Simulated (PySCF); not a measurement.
A species of formula C4H7F3S has this rotational fingerprint, computed with PBE0/def2-SVPD in PySCF (dipole) on a GFN2-xTB geometry, gas phase:

```
Rotational constants : A = 3165, B = 901.1, C = 818.6 MHz
Dipole components    : |μa| = 1.37 D, |μb| = 0.82 D, |μc| = 0.21 D
Inertial defect      : -103.15 u·Å²
κ                    : -0.93
```

Problem. Which candidate fits, each taken in the one conformer that was computed?
A. `[CH3:1][CH2:2][CH2:3][S:4][C:5]([F:6])([F:7])[F:8]` with C1–C2–C3–S4 173°, C2–C3–S4–C5 73°
B. `[CH3:1][CH2:2][S:3][CH2:4][C:5]([F:6])([F:7])[F:8]` with C1–C2–S3–C4 60°, C2–S3–C4–C5 65°
C. `[CH3:1][C@@H:2]([SH:3])[CH2:4][C:5]([F:6])([F:7])[F:8]` with C1–C2–S3–H -61°, C1–C2–C4–C5 69°

Solution. C. It is C[C@@H](S)CC(F)(F)F, a near-prolate asymmetric top, point group C1. The candidates at the same level (rigid rotor, commonest isotopes):

```csv
SMILES,A (MHz),B (MHz),C (MHz),μa (D),μb (D),μc (D),Δ (u·Å²),point group,rotor
CCCSC(F)(F)F,3064,990.8,898.0,2.60,0.20,0.38,-112.21,C1,near-prolate asymmetric top
C[C@@H](S)CC(F)(F)F,3165,901.1,818.6,1.37,0.82,0.21,-103.15,C1,near-prolate asymmetric top
CCSCC(F)(F)F,2730,1127,987.7,1.66,0.81,1.02,-121.94,C1,asymmetric top
```

`CCCSC(F)(F)F` has B 10 % too high; `CCSCC(F)(F)F` has B 25 % too high. No structure here is proved a minimum.
